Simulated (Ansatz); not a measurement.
Isolated molecules relaxed with PBE0-D4/def2-TZVP in Ansatz; ΔE leaves out vibrations. CBS: MP2 limit from def2 TZ/QZ plus the TZ coupled-cluster correction, frozen cores. def2 core potentials past Kr. For Sb outer-core shells are correlated without core-valence functions, which leaves a few kJ/mol of doubt a bond. One conformer a species, not always the lowest.

Reaction (formal exchange of groups at a C–Si bond): `C[SiH](Cl)CCl` + `[NH2][SbH][SH]` → `[CH3][Sb]([NH2])[SH]` + `ClC[SiH2]Cl`

```tsv
species	CCSD(T)/def2-TZVPP energy (Eh)
`C[SiH](Cl)CCl`	-1288.25874
`[NH2][SbH][SH]`	-694.42440
`[CH3][Sb]([NH2])[SH]`	-733.67679
`ClC[SiH2]Cl`	-1248.99867
```

**Question.** Work out ΔE.

**Answer.** ΔE = (-733.67679) + (-1248.99867) − (-1288.25874) − (-694.42440) = 0.00768 Eh = +20.2 kJ/mol. CCSD(T)/CBS gives +16.7 kJ/mol.

Largest T1 diagnostic among the species: 0.013.

In def2-TZVPP, CCSD(T) changes the Hartree–Fock value by −3.5 kJ/mol (the triples alone add −1.0 kJ/mol) and MP2 by −6.9 kJ/mol.
